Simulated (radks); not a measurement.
The numbers below are computed, except where a source is named.
Re3+, 72 electrons, occupied as [Xe] 4f14 5d3 7d1 (not the ground configuration). Level of theory: scalar-relativistic Kohn-Sham, BLYP, spin-polarised, spherical densities, finite nucleus; open shells are filled with parallel spins first (spin-orbit coupling, left out, can overturn this in heavy ions); Fermi nuclear charge, rms radius 5.3698 fm (a radial shooting solver on a logarithmic mesh with Libxc functionals).

Unscreened Slater integrals over Kohn-Sham orbitals (cm^-1). They are taken over the spin-up orbitals.

\begin{tabular}{lr}
integral & value \\ \hline
F0(7d,7d) & 27924 \\
F2(7d,7d) & 14987 \\
F4(7d,7d) & 10569 \\
F0(7d,5d) & 38148 \\
F2(7d,5d) & 6596.9 \\
F4(7d,5d) & 3029.7 \\
G0(7d,5d) & 1420.4 \\
G2(7d,5d) & 2030.4 \\
G4(7d,5d) & 1750.7 \\
F0(7d,4f) & 40463 \\
F2(7d,4f) & 2888.0 \\
F4(7d,4f) & 1256.8 \\
G1(7d,4f) & 865.06 \\
G3(7d,4f) & 861.70 \\
G5(7d,4f) & 703.14 \\
F0(7d,5p) & 39105 \\
F2(7d,5p) & 5436.7 \\
G1(7d,5p) & 3061.0 \\
G3(7d,5p) & 2230.8 \\
F0(5d,5d) & 123460 \\
F2(5d,5d) & 65316 \\
F4(5d,5d) & 43563 \\
F0(5d,4f) & 157620 \\
F2(5d,4f) & 38095 \\
F4(5d,4f) & 18092 \\
G1(5d,4f) & 14189 \\
G3(5d,4f) & 12706 \\
G5(5d,4f) & 9991.6 \\
F0(5d,5p) & 139520 \\
F2(5d,5p) & 69723 \\
G1(5d,5p) & 83524 \\
G3(5d,5p) & 51880 \\
F0(4f,4f) & 348310 \\
F2(4f,4f) & 169310 \\
F4(4f,4f) & 107010 \\
F6(4f,4f) & 77213 \\
F0(4f,5p) & 203150 \\
F2(4f,5p) & 64872 \\
G2(4f,5p) & 27745 \\
G4(4f,5p) & 22645 \\
F0(5p,5p) & 166190 \\
F2(5p,5p) & 89935 \\
\end{tabular}

Derived for the open shells (J is the average intra-shell exchange parameter used in DFT+U). 5d: Racah B = F2/49 - 5 F4/441 = 839.1 cm^-1, C = 35 F4/441 = 3457 cm^-1, C/B = 4.12, F4/F2 = 0.667, J = (F2 + F4)/14 = 7777 cm^-1. 7d: Racah B = F2/49 - 5 F4/441 = 186.0 cm^-1, C = 35 F4/441 = 838.8 cm^-1, C/B = 4.51, F4/F2 = 0.705, J = (F2 + F4)/14 = 1825 cm^-1.
